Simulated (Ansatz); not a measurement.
ZrFH₃, SMILES [F][ZrH3], multiplicity 1.

Geometry: PBE0-D3(BJ)/def2-TZVP. The spin state was assumed, not searched. The structure was generated by enumeration; whether it is a known compound was not checked. The def2 effective core potentials stand for the cores of Zr; spin–orbit coupling is left out.

Two levels are set side by side: PBE/def2-TZVPD (Ansatz, an electronic-structure program) and CAM-B3LYP/def2-TZVPD (Ansatz). Energy differences of separate SCF runs at the same geometry; the states with an electron removed or added have multiplicity 2 and 2. Differences are taken from unrounded values.

```json
[
 {"quantity": "vertical ionisation energy (eV)", "CAM-B3LYP": "11.15", "PBE": "10.52", "PBE minus CAM-B3LYP": "-0.63"},
 {"quantity": "vertical electron affinity (eV)", "CAM-B3LYP": "0.54", "PBE": "0.43", "PBE minus CAM-B3LYP": "-0.11"},
 {"quantity": "vertical singlet–triplet gap (eV)", "CAM-B3LYP": "4.03", "PBE": "3.65", "PBE minus CAM-B3LYP": "-0.37"}
]
```
